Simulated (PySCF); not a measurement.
## Assignment exercise: C4H9F3N2Si

Molfile (atoms numbered from 1):
```
C4H9F3N2Si
     RDKit          3D

 19 18  0  0  0  0  0  0  0  0999 V2000
    2.9817   -0.9470    0.0652 C   0  0  0  0  0  0  0  0  0  0  0  0
    1.7880   -0.0950   -0.1791 C   0  0  0  0  0  0  0  0  0  0  0  0
    0.7393   -0.2749    0.4976 N   0  0  0  0  0  0  0  0  0  0  0  0
   -0.3592    0.5076    0.3492 N   0  0  0  0  0  0  0  0  0  0  0  0
   -0.5255    1.9055   -0.6915 Si  0  0  0  0  0  4  0  0  0  0  0  0
   -1.4964   -0.0963    0.9835 C   0  0  0  0  0  0  0  0  0  0  0  0
   -2.2501   -1.0146    0.0236 C   0  0  0  0  0  0  0  0  0  0  0  0
   -2.7350   -0.3443   -1.0355 F   0  0  0  0  0  0  0  0  0  0  0  0
   -3.3048   -1.5953    0.6206 F   0  0  0  0  0  0  0  0  0  0  0  0
   -1.4927   -2.0007   -0.4649 F   0  0  0  0  0  0  0  0  0  0  0  0
    2.7494   -1.7080    0.8039 H   0  0  0  0  0  0  0  0  0  0  0  0
    3.2965   -1.4244   -0.8617 H   0  0  0  0  0  0  0  0  0  0  0  0
    3.8090   -0.3347    0.4242 H   0  0  0  0  0  0  0  0  0  0  0  0
    1.8773    0.6765   -0.9497 H   0  0  0  0  0  0  0  0  0  0  0  0
   -1.8002    2.4790   -0.2782 H   0  0  0  0  0  0  0  0  0  0  0  0
    0.5938    2.7866   -0.3597 H   0  0  0  0  0  0  0  0  0  0  0  0
   -0.5216    1.5362   -2.1066 H   0  0  0  0  0  0  0  0  0  0  0  0
   -2.2032    0.6614    1.3274 H   0  0  0  0  0  0  0  0  0  0  0  0
   -1.1560   -0.7083    1.8244 H   0  0  0  0  0  0  0  0  0  0  0  0
  1  2  1  0
  2  3  2  0
  3  4  1  0
  4  5  1  0
  4  6  1  0
  6  7  1  0
  7  8  1  0
  7  9  1  0
  7 10  1  0
  1 11  1  0
  1 12  1  0
  1 13  1  0
  2 14  1  0
  5 15  1  0
  5 16  1  0
  5 17  1  0
  6 18  1  0
  6 19  1  0
M  END
```

Computed data (PySCF 2.14): GIAO PBE0/pcSseg-1 shieldings, coordinates at the GFN2-xTB level. Non-relativistic, fast rotation and ring inversion assumed for equivalent nuclei, no solvent, a single conformation.

References, each an isolated molecule treated in the same way: ¹³C (186.93 ppm) and ¹H (31.72 ppm) against TMS.

(1) Assign these signals to the numbered atoms. ¹³C{¹H} NMR (computed): δ 136.0 (CH), 134.6 (C), 63.4 (CH2), 23.3 (CH3).

(2) Assign these signals to the numbered atoms. ¹H NMR (400 MHz, computed): δ 6.93 (q, 1H), 4.65 (s, 3H), 3.89 (m, 2H), 2.12 (d, 3H).

Answers

(1) 
| δ (ppm) | atoms | environment | reason |
| --- | --- | --- | --- |
| 136.0 | C2 | C=N carbon | – |
| 134.6 | C7 | CF3 carbon | 3 electronegative neighbours deshield it |
| 63.4 | C6 | sp3 CH2 bonded to N | deshielded by the electronegative neighbour |
| 23.3 | C1 | methyl carbon | a saturated carbon with 1 carbon neighbour and no heteroatom attached |

C2 and C7 lie closer than the usual error of such a calculation, so a measured spectrum could show them in the other order.

(2) 
6.93 → H14, hydrogen on a C=N carbon
4.65 → H15/H16/H17, hydrogen on a silicon bonded to N
3.89 → H18/H19, hydrogen on an sp3 CH2 bonded to N: its carbon carries N, which withdraws density
2.12 → H11/H12/H13, hydrogen on a methyl carbon

Splittings by ¹⁹F in the carbon and heteronuclear signals aren't shown, as no couplings were computed. Shifts are as computed. Against solution values, carbons near 30 ppm lie about +3 ppm off and those near 130 ppm about +5 ppm. Of 1211 compounds with measured shifts, 218 miss one by over three times the rms of a fit or turn the order of signals round; such compounds aren't used in these exercises. No couplings were computed; multiplicities are counted from neighbouring protons, with m where these are inequivalent, close in shift, in a saturated or five-membered ring or joined by F or P, and br s for small geminal =CH2 splittings.
